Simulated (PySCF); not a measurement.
Compound: C₆H₉NO.
Numbering: `[CH3:1][N:2]([CH3:3])[c:4]1[cH:5][cH:6][cH:7][o:8]1` (hydrogens: H9, H10, H11 on C1; H12, H13, H14 on C3; H15 on C5; H16 on C6; H17 on C7)

Computed by this run: PBE0-D3(BJ)/def2-SVP geometry optimisation, gas phase in PySCF 2.14.0; density fitting, grid level 2; the optimiser is geomeTRIC in internal coordinates, started from a GFN2-xTB structure.

Step 0: E = -9886.5425 eV
```
atom  x, y, z in Å  |  force x, y, z in eV/Å
C1     -1.7897   -1.4208   -0.1208    0.391   0.480   0.293
N2     -1.1186   -0.2489    0.3916    0.067   0.328  -0.241
C3     -1.8237    0.9964    0.1806    0.263  -0.421   0.127
C4      0.2545   -0.2226    0.2588   -0.402  -0.178   0.178
C5      1.1619   -1.2250    0.0396   -0.097   0.164  -0.075
C6      2.4396   -0.6110    0.1044   -0.190   0.343   0.102
C7      2.2234    0.7027    0.3523    0.111  -0.171  -0.027
O8      0.8900    0.9524    0.4459   -0.307  -0.221  -0.011
H9     -1.3294   -2.3125    0.2990    0.088  -0.394   0.121
H10    -2.8319   -1.3865    0.1937   -0.328  -0.060   0.098
H11    -1.7532   -1.4848   -1.2163    0.020  -0.057  -0.356
H12    -1.2816    1.8007    0.6710    0.096   0.313   0.129
H13    -1.9320    1.2389   -0.8846   -0.056   0.145  -0.337
H14    -2.8155    0.9149    0.6248   -0.331   0.044   0.128
H15     0.9630   -2.2603   -0.1409   -0.200  -0.594  -0.123
H16     3.3871   -1.0944   -0.0215    0.600  -0.242  -0.066
H17     2.8805    1.5382    0.4812    0.275   0.522   0.061
```

Step 1: E = -9886.6015 eV
```
atom  x, y, z in Å  |  force x, y, z in eV/Å
C1     -1.7861   -1.4273   -0.0576   -0.085  -0.057  -0.132
N2     -1.1177   -0.2246    0.3507    0.028  -0.203   0.077
C3     -1.8175    1.0144    0.1348   -0.037   0.119  -0.037
C4      0.2496   -0.2421    0.2498    0.020   0.231   0.010
C5      1.1617   -1.2253   -0.0485   -0.052  -0.150   0.024
C6      2.4467   -0.6055    0.0806    0.148  -0.078   0.004
C7      2.2280    0.6885    0.4220   -0.115   0.096   0.008
O8      0.8827    0.9139    0.5252    0.111   0.001  -0.016
H9     -1.3217   -2.3084    0.4114    0.012   0.054   0.020
H10    -2.8381   -1.3932    0.2632    0.032   0.019  -0.004
H11    -1.7639   -1.5757   -1.1592   -0.017  -0.032   0.056
H12    -1.2909    1.8360    0.6373   -0.010  -0.025  -0.013
H13    -1.9168    1.2759   -0.9404    0.003  -0.018   0.039
H14    -2.8286    0.9406    0.5641    0.031  -0.004  -0.007
H15     0.9522   -2.2602   -0.3067    0.001   0.058  -0.027
H16     3.4174   -1.0778   -0.0691   -0.053   0.031  -0.009
H17     2.8676    1.5483    0.6013   -0.018  -0.043   0.008
```

**Question.** Estimate the geometry and energy of step 2. (The exact step hangs on the optimiser's Hessian estimate; all steps are aligned on step 1, rigid shifts and turns removed.)

**Answer.** E = -9886.6036 eV, largest force 0.134 eV/Å
```
atom  x, y, z in Å  |  force x, y, z in eV/Å
C1     -1.7794   -1.4308   -0.0537    0.003  -0.004  -0.001
N2     -1.1160   -0.2218    0.3496    0.002   0.028   0.029
C3     -1.8232    1.0142    0.1278   -0.022   0.032  -0.020
C4      0.2523   -0.2235    0.2501   -0.076  -0.088  -0.066
C5      1.1524   -1.2162   -0.0574    0.062   0.045   0.041
C6      2.4450   -0.6100    0.0788   -0.030   0.012   0.021
C7      2.2333    0.6832    0.4336    0.045   0.061  -0.020
O8      0.8927    0.9257    0.5355   -0.011  -0.130  -0.002
H9     -1.3087   -2.2988    0.4309   -0.003  -0.003   0.010
H10    -2.8302   -1.3958    0.2680    0.002   0.014   0.000
H11    -1.7578   -1.5979   -1.1510    0.013   0.008   0.010
H12    -1.3006    1.8401    0.6255    0.008   0.000   0.003
H13    -1.9247    1.2685   -0.9475   -0.001  -0.005   0.005
H14    -2.8324    0.9364    0.5586    0.000   0.007   0.004
H15     0.9302   -2.2419   -0.3355   -0.007   0.014  -0.020
H16     3.4105   -1.0862   -0.0798    0.002   0.011   0.001
H17     2.8812    1.5324    0.6255    0.014  -0.002   0.005
```

The energy changes by -0.0021 eV. The first-order estimate −F·Δx gives -0.0071 eV and the mean of the old and new forces, exact on a quadratic surface, -0.0021 eV. The step makes an angle of 80° with the force vector and moves no atom by more than 0.041 Å.

What follows is the cost of the whole optimisation. On an Intel Xeon 6975P-C with one thread, no GPU, shared host with 192 logical CPUs at a one-minute load of 27, this took 54 s and 0.75 GiB of memory at its peak.
